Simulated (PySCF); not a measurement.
# Correlation energy of Se(3+) (selenium, charge +3)

[Ar] 3d10 4s2 4p1, 2P determinant. Calculation: PySCF 2.14, in cc-pVTZ-PP with ECP10MDF (5s4p3d1f, 39 functions); a scalar-relativistic core potential. Frozen: 3s2 3p6 3d10; 3 electrons correlated.

MP2 pair energies summed by pair of shells (mhartree):

```
 pair  energy  share (%)
4s-4s  -23.39       55.0
4s-4p  -19.10       45.0
```

Total MP2 correlation energy: -42.49 mhartree.

Same-spin part -2.73 and opposite-spin part -39.75 mhartree; SCS-MP2 scales them by 1/3 and 6/5 to -48.61 mhartree.

```tsv
level	correlation energy (mhartree)
CCSD	-57.12
(T)	-0.67
CCSD(T)	-57.79
```

Diagnostics: T1 = 0.0074, D1 = 0.0173, largest double amplitude 0.094.

Cost of the coupled-cluster step: 0.31 s of wall time on 1 thread of Neoverse-V1 (shared host), for 3 correlated electrons.

Iterations:

```
CC2 = 0
CCSD nocc = (np.int64(2), np.int64(1)), nmo = (30, 30)
frozen orbitals [[0, 1, 2, 3, 4, 5, 6, 7, 8], [0, 1, 2, 3, 4, 5, 6, 7, 8]]
max_cycle = 100
direct = 0
conv_tol = 1e-08
conv_tol_normt = 1e-06
diis_space = 8
diis_start_cycle = 0
Init t2, MP2 energy = -0.0424855262600233
Init E_corr(UCCSD) = -0.0424855262823992
cycle = 1  E_corr(UCCSD) = -0.0523841174119212  dE = -0.00989859113  norm(t1,t2) = 0.0400983
cycle = 2  E_corr(UCCSD) = -0.0553636913052862  dE = -0.00297957389  norm(t1,t2) = 0.0152223
cycle = 3  E_corr(UCCSD) = -0.0571358300136855  dE = -0.00177213871  norm(t1,t2) = 0.00632048
cycle = 4  E_corr(UCCSD) = -0.0571199000887005  dE = 1.5929925e-05  norm(t1,t2) = 0.000597506
cycle = 5  E_corr(UCCSD) = -0.057125855007547  dE = -5.95491885e-06  norm(t1,t2) = 5.80764e-05
cycle = 6  E_corr(UCCSD) = -0.0571246608001391  dE = 1.19420741e-06  norm(t1,t2) = 7.33691e-06
cycle = 7  E_corr(UCCSD) = -0.0571251000529212  dE = -4.39252782e-07  norm(t1,t2) = 1.59424e-06
cycle = 8  E_corr(UCCSD) = -0.0571249726539862  dE = 1.27398935e-07  norm(t1,t2) = 3.95551e-07
cycle = 9  E_corr(UCCSD) = -0.057124978723183  dE = -6.06919678e-09  norm(t1,t2) = 5.5892e-08
UCCSD converged
E(UCCSD) = -369.7005389000997  E_corr = -0.05712497872318296
UCCSD(T) correction = -0.000673447158367062
```
